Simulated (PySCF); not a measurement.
Species: C6H4O3.
SMILES: `CC#Cc1coc(=O)o1`

The closed-shell SCF was solved with PySCF and density fitting under several settings on one GFN2-xTB geometry (grid level 2 and gas phase unless stated).

```csv
settings,basis functions,SCF cycles,E (Eh),HOMO (eV),LUMO (eV),dipole (D)
PBE0/pcSseg-1,173,15,-456.0902,-6.93,-1.12,6.02
PBE0/def2-SVPD,221,15,-455.8276,-6.95,-1.15,5.95
```

Problem. Estimate the rows for these settings: (1) wB97X-D/Sadlej pVTZ, IEF-PCM benzene, fitting basis def2-universal-jkfit; (2) HCTH407/6-31G, IEF-PCM cyclohexane, fitting basis def2-universal-jkfit; (3) B3LYP/pcSseg-1, start guess huckel.

Solution. 
| settings | basis functions | SCF cycles | E (Eh) | HOMO (eV) | LUMO (eV) | dipole (D) |
| --- | --- | --- | --- | --- | --- | --- |
| wB97X-D/Sadlej pVTZ, IEF-PCM benzene, fitting basis def2-universal-jkfit | 252 | 11 | -456.6017 | -8.53 | 0.76 | 6.60 |
| HCTH407/6-31G, IEF-PCM cyclohexane, fitting basis def2-universal-jkfit | 89 | 13 | -456.3985 | -5.84 | -1.77 | 6.75 |
| B3LYP/pcSseg-1, start guess huckel | 173 | 17 | -456.6064 | -6.72 | -1.31 | 5.99 |

Problem. Over all rows, what range does the HOMO–LUMO gap span?

Solution. From 4.07 eV (HCTH407/6-31G, IEF-PCM cyclohexane, fitting basis def2-universal-jkfit) to 9.29 eV (wB97X-D/Sadlej pVTZ, IEF-PCM benzene, fitting basis def2-universal-jkfit). The functional of the narrowest has no exact exchange, that of the widest range-separated exact exchange.

Problem. And the dipole moment?

Solution. From 5.95 D (PBE0/def2-SVPD) to 6.75 D (HCTH407/6-31G, IEF-PCM cyclohexane, fitting basis def2-universal-jkfit); the largest is 1.13 times the smallest, and the median is 6.02 D.

Problem. Compare two rows with the functional PBE0: PBE0/pcSseg-1 and PBE0/def2-SVPD. Which energy is lower, and by how much?

Solution. PBE0/pcSseg-1 (173 functions) lies 0.2626 Eh or 165 kcal/mol below PBE0/def2-SVPD (221 functions). The smaller set gives the lower energy; the two sets aren't nested, so the variational bound doesn't order them by size.

Whole jobs, the steps after the SCF included, on one thread of an Intel Xeon Platinum 8488C, shared host:

```csv
settings,work after the SCF,wall time,peak memory
PBE0/pcSseg-1,"shieldings, ring-centre shieldings, charges and field gradients",20 s,0.76 GiB
PBE0/def2-SVPD,"6 singlets by full TDDFT, 2 Tamm–Dancoff triplets, polarisability",33 s,0.89 GiB
"wB97X-D/Sadlej pVTZ, IEF-PCM benzene, fitting basis def2-universal-jkfit","shieldings, ring-centre shieldings",55 s,1.2 GiB
"HCTH407/6-31G, IEF-PCM cyclohexane, fitting basis def2-universal-jkfit","shieldings, ring-centre shieldings, charges and field gradients",10 s,0.61 GiB
"B3LYP/pcSseg-1, start guess huckel","shieldings, ring-centre shieldings, charges and field gradients",25 s,0.77 GiB
```

wB97X-D ran without the empirical dispersion term, which would shift the total energy alone. Cycle counts include a coarse-grid stage where the run had one. Geometry: GFN2-xTB; no vibrations or thermal averaging.
